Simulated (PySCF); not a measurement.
```xyz
5
charge 0 multiplicity 4, angstrom
Cu    0.0000    0.0000    0.0000
H     1.7494    0.0000    0.0000
H     0.0000    1.7494    0.0000
H    -1.7494    0.0000    0.0000
H     0.0000   -1.7494    0.0000
```

Method: UPBE0/[Cu def2-TZVP, H def2-TZVP], no relativity, density fitting, PySCF.

This geometry of CuH4 is a stationary point at this level.

Problem. What is the point group?

Solution. D4h.

Problem. Is it a minimum?

Solution. No: it has 4 imaginary modes, at 651i cm⁻¹ (b2u), 577i cm⁻¹ (eu), 394i cm⁻¹ (a2u).

Problem. List the harmonic modes with their infrared intensities.

Solution. 
```json
{"symmetry": "b2u", "ω (cm⁻¹)": "651i", "IR (km/mol, summed over degenerate members)": "–"}
{"symmetry": "eu", "ω (cm⁻¹)": "577i", "IR (km/mol, summed over degenerate members)": "–"}
{"symmetry": "a2u", "ω (cm⁻¹)": "394i", "IR (km/mol, summed over degenerate members)": "–"}
{"symmetry": "eu", "ω (cm⁻¹)": "597", "IR (km/mol, summed over degenerate members)": "1548"}
{"symmetry": "b2g", "ω (cm⁻¹)": "661", "IR (km/mol, summed over degenerate members)": "0.0"}
{"symmetry": "b1g", "ω (cm⁻¹)": "669", "IR (km/mol, summed over degenerate members)": "0.0"}
{"symmetry": "a1g", "ω (cm⁻¹)": "1199", "IR (km/mol, summed over degenerate members)": "0.0"}
```

Problem. What are the dipole moment and the gap between the highest occupied and lowest empty levels of either spin?

Solution. 0.00 D and 1.11 eV.

Problem. Give the atomic charges and bond orders.

Solution. 
```csv
atom,Mulliken,Löwdin,polar tensor,spin (Mulliken),Mayer order to Cu1
Cu1,-0.21,-0.27,-0.59,0.13,–
"H2,3,4,5",0.05,0.07,0.15,0.72,0.41
```

In D4h the vibrations span b2u + 2eu + a2u + b2g + b1g + a1g. The a1g, b1g, b2g, b2u modes carry no infrared intensity, as symmetry demands. With a centre of inversion only u modes can be infrared active and only g modes Raman active.

Other isomers or separated fragments may lie lower. Other spin states or occupations of the open shell can lie lower. At this level a quartet minimum of Td symmetry lies 136 kJ/mol below this structure.
